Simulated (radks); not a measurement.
The chlorine ion Cl1.125+, 15.875 electrons, occupied as [Ne] 3s2 3p(up 3, down 0.875) (fractional occupations, a model configuration).

Method: non-relativistic Kohn-Sham, PBE, spin-polarised, spherical densities, point nucleus; computed with a radial shooting solver on a logarithmic mesh with Libxc functionals.

Energy parts (hartree):
total: -459.40391
kinetic: 458.87569
electron-nucleus: -1085.25142
Hartree: 194.57602
exchange-correlation: -27.60420

Orbitals (lengths in bohr, moments of r in powers of bohr; <r^-3> diverges for s and p1/2; r(90%) holds 90 % of the orbital's charge):
orbital	occ.	eigenvalue (hartree)	<r^4>	<r^-3>	r(90%)
1s up	1	-101.2582	0.0003247	-	0.163
1s down	1	-101.2442	0.0003246	-	0.163
2s up	1	-9.75889	0.1010	-	0.698
2s down	1	-9.74603	0.1005	-	0.697
2p up	3	-7.57977	0.09137	101.1	0.676
2p down	3	-7.56144	0.09082	101.0	0.676
3s up	1	-1.26590	10.51	-	2.23
3s down	1	-1.17583	11.07	-	2.25
3p up	3	-0.80230	19.24	8.787	2.59
3p down	0.875	-0.71790	21.75	8.576	2.67

The highest occupied level is 3p down at -19.535 eV. Summed over all electrons, <r^2> = 19.84 bohr^2, which gives a Langevin (diamagnetic) susceptibility term of -15.7 x 10^-6 cm^3/mol. Virial ratio -V/T = 2.00115. Spin moment in Bohr magnetons: 2.125. The spin density at the nucleus is -0.1173 e/bohr^3 (1s -0.2553, 2s 0.1181, 3s 0.0199), a Fermi contact field of -6.15 T. The electron density at the nucleus is 3227 e/bohr^3. The density falls to 0.001 e/bohr^3 at r = 3.52 bohr.
